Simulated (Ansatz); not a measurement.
`F[SiH2]N[SiH3]`, relaxed with RKS PBE0-D4/def2-TZVP in Ansatz from a PBE-D4/def2-SVP geometry. The force threshold is 0.005 eV/Å; the program also tests the step.

The species carries charge 0 and has multiplicity 1.

Start:

```xyz
10

F    -0.779    1.833    1.686
Si   -0.225    1.542    0.167
N    -0.537   -0.080   -0.359
Si    0.450   -1.517   -0.106
H    -0.956    2.490   -0.735
H     1.257    1.751    0.196
H    -1.473   -0.243   -0.748
H     0.635   -2.270   -1.397
H    -0.152   -2.468    0.895
H     1.779   -1.038    0.402
```

| step | energy (eV) | largest force (eV/Å) | largest move (Å) |
| --- | --- | --- | --- |
| 1 | -20054.2885 | 0.904 | 0.000 |
| 2 | -20054.3446 | 0.543 | 0.032 |
| 3 | -20054.3601 | 0.078 | 0.025 |
| 4 | -20054.3603 | 0.015 | 0.003 |
| 5 | -20054.3604 | 0.008 | 0.004 |
| 6 | -20054.3605 | 0.006 | 0.021 |
| 7 | -20054.3606 | 0.012 | 0.031 |
| 8 | -20054.3606 | 0.004 | 0.005 |

End:

```xyz
10

F    -0.717    1.820    1.648
Si   -0.220    1.517    0.156
N    -0.543   -0.087   -0.329
Si    0.442   -1.494   -0.099
H    -0.964    2.451   -0.720
H     1.242    1.733    0.149
H    -1.465   -0.250   -0.711
H     0.673   -2.198   -1.389
H    -0.183   -2.465    0.838
H     1.735   -1.025    0.458
```

Hardware: 2 threads of a server CPU on a shared host. Wall time 37 s, peak host memory 0.38 GiB.
